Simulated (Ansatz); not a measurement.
Z-matrix (Å, degrees):
```
C
N 1 1.446
H 1 1.097 2 113.2
H 1 1.094 2 111.1 3 121.9
H 1 1.092 2 109.5 3 -119.8
Si 2 1.704 1 125.4 3 97.1
H 2 1.008 1 114.4 3 -66.9
S 6 2.140 2 106.6 1 151.2
H 6 1.492 2 117.6 1 -90.8
H 6 1.486 2 105.7 1 29.8
H 8 1.343 6 94.1 2 139.0
```

Total charge 0; spin multiplicity 1.

**Question.** List the r2SCAN/def2-TZVPP orbital energies in eV (the Gaussian-basis code of Ansatz). (Estimate.)

**Answer.** Ansatz gave: Occupied: -2408.88, -1791.50, -385.06, -273.84, -213.34, -157.42, -157.32, -157.22, -141.85, -96.75, -96.70, -96.68, -23.15, -18.87, -17.39, -13.80, -12.13, -11.01, -10.74, -10.38, -9.16, -8.73, -8.08, -6.48, -5.86. Lowest empty: -0.16, 0.28, 0.62, 1.60, 1.85, 2.06, 2.58, 3.25.
